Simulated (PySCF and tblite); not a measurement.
Results of a calculation; reference values are marked as such.
C₆H₁₁F, numbered as in [F:1][CH:2]1[CH2:3][CH2:4][CH2:5][CH2:6][CH2:7]1. The same 2 conformers on PBE0-D3(BJ)/def2-SVP geometries, with only the basis set of the single-point energies changed (functional PBE0, solvent none (gas phase), D3(BJ) where defined; PySCF).

The 6-ring runs over atoms 2–3–4–5–6–7.

```
conformer                                       shape  symmetry  dipole D
        1  6-ring chair (all substituents equatorial)        Cs      2.04
        2                     6-ring chair (F1 axial)        Cs      1.68
```

Energies (kcal/mol) above conformer 1 and its weight at 298.15 K (thermal terms from GFN2-xTB):

```tsv
basis set	E(2) − E(1)	weight of 1 (%)
def2-TZVP	0.30	63
6-31G*	-0.06	48
def2-SVP	-0.22	41
pcseg-1	-0.40	34
6-311G**	?	?
def2-SVPD	0.25	61
```

**Question.** What does 6-311G** give?

**Answer.** E(2) − E(1) = -0.13 kcal/mol, weight of conformer 1 45 %.

**Question.** How much does the choice of basis set matter?

**Answer.** The widest range is that of E(2) − E(1), which runs from -0.40 (pcseg-1) to 0.30 kcal/mol (def2-TZVP), a spread of 0.70, against RT = 0.59. Some levels give another conformer the largest weight.
